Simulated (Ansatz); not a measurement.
`[SH][GeH]1[CH2][NH]1` + `C[SiH2][SnH2][F]` → `[F][GeH]1[CH2][NH]1` + `C[SiH2][SnH2][SH]`  (redistribution)

Calculated with Ansatz (gas phase, PBE0-D4/def2-TZVP geometries, no zero-point term in ΔE). CCSD(T)/CBS adds triple-zeta CCSD(T) − MP2 to the extrapolated MP2 energy (def2 sets, frozen cores). DFT in def2-TZVPP. Elements past krypton have def2 core potentials. For Ge, Sn outer-core shells are correlated without core-valence functions, which leaves a few kJ/mol of doubt a bond. Scalar relativity is left out up to krypton. One conformer a species, not always the lowest.

Problem. Is it downhill or uphill in electronic energy at CCSD(T)/CBS, and by how much? (Best estimate.)

Solution. Ansatz gave: Downhill: ΔE = -8.4 kJ/mol.

Problem. What do these levels give: PBE0-D4, PBE, r2SCAN, HF/def2-TZVPP, SCS-MP2/def2-TZVPP, CCSD/def2-TZVPP, CCSD(T)/def2-TZVPP, HF/def2-QZVPP, MP2/def2-QZVPP, HF/CBS(def2), MP2/CBS(def2), CCSD/CBS(def2)? (Best estimate.)

Solution. Ansatz gave: PBE0-D4 -8.8, PBE -3.6, r2SCAN -5.8, HF/def2-TZVPP -15.0, SCS-MP2/def2-TZVPP -12.1, CCSD/def2-TZVPP -13.0, CCSD(T)/def2-TZVPP -12.0, HF/def2-QZVPP -14.5, MP2/def2-QZVPP -10.8, HF/CBS(def2) -14.4, MP2/CBS(def2) -9.5, CCSD/CBS(def2) -9.5 kJ/mol.

Largest T1 diagnostic among the species: 0.013.

From PBE to PBE0 (25 % exact exchange), in def2-TZVPP and without D4, ΔE moves by −4.2 kJ/mol.
